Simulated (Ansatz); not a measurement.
Several settings on one geometry of BMe2(hfac) (C7H7BF6O2) (that of the charge 0 singlet, r2SCAN-D4/def2-SVP). Ansatz on 2 threads of AMD EPYC 7R13 on a shared host and a share (18 GiB) of an NVIDIA H100 80GB HBM3; times are rough.

```csv
atom,x (Å),y (Å),z (Å)
B1,1.0025,-0.0299,0.8932
C2,0.6696,0.0267,2.4442
H3,-0.4129,0.0942,2.6480
H4,1.1496,0.9014,2.9136
H5,1.0501,-0.8700,2.9610
C6,2.5049,-0.1312,0.3909
H7,2.5872,-0.1680,-0.7090
H8,2.9937,-1.0347,0.7915
H9,3.0901,0.7367,0.7373
O10,0.3470,1.2405,0.2097
C11,-0.6015,1.1950,-0.6296
C12,-1.0540,2.5699,-1.1210
F13,-0.0226,3.2326,-1.6449
F14,-1.5407,3.2783,-0.0996
F15,-2.0080,2.4619,-2.0535
C16,-1.2138,0.0282,-1.0854
C17,-0.7248,-1.1734,-0.5596
C18,-1.3489,-2.4934,-1.0234
F19,-0.8022,-3.5364,-0.4183
F20,-1.1869,-2.6241,-2.3475
F21,-2.6647,-2.4826,-0.7690
O22,0.2115,-1.2710,0.2816
H23,-2.0253,0.0494,-1.8100
```

Totals from different functionals, basis sets or treatments of relativity can't be compared as stabilities.

DK, ANO-RCC and x2c sets are all-electron and run with scalar relativity unless a key says otherwise. The 6-31G sets use Cartesian d functions.

The spins typed aren't always the lowest for that charge.

Q: Give the basis size and estimate the energy, ⟨S²⟩, dipole and time of these runs.

```tsv
run	method	charge	state	further keys
1	RKS SVWN5/def2-TZVP	0	singlet	fitting: {mean_field: def2-universal-jkfit}; forces asked
2	ROKS SVWN5/6-31G*	-1	doublet	point_charges: [{charge: 2.00, position_ang: [5.893, -0.866, -0.566]}]; forces asked
3	RKS PBE0/cc-pVTZ-DK	0	singlet	fitting: {mean_field: def2-universal-jkfit}; scf: {omitted_lower_state_checks: [starts]}; forces asked
```

A: 
| run | functions | energy (Eh) | ⟨S²⟩ | dipole (D) | wall time |
| --- | --- | --- | --- | --- | --- |
| 1 | 538 | -1038.2958 | – | 1.34 | 3.3 s |
| 2 | 254 | -1038.0523 | – | – | 3 s |
| 3 | 578 | -1045.4433 | – | 1.56 | 5.5 s |

The highest occupied level of an anion often lies above zero with these methods, and sets without diffuse functions describe the outer electron poorly.
